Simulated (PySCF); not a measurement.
BBr2, SMILES Br[B+]Br, charge +1. Geometry: PBE-D3(BJ)/def2-TZVP.

Level of theory: PBE-D3(BJ)/def2-TZVP run with PySCF.

Harmonic wavenumbers (cm⁻¹): 269, 269, 327, 1255. Rotational constants (GHz): 1.008 (linear); symmetry number 2.

Work out the zero-point energy and the ideal-gas rigid-rotor harmonic-oscillator thermochemistry at 298.15 K and 1 atm.

ZPE = ½ Σ hcν = ½ × 2119 cm⁻¹ = 3.03 kcal/mol. H − E(el) = 5.93 kcal/mol. Entropy in cal/(mol K): translation 41.31, rotation 17.95, vibration 4.52, total 63.78. G − E(el) = -13.08 kcal/mol. Cp = 12.21 cal/(mol K).
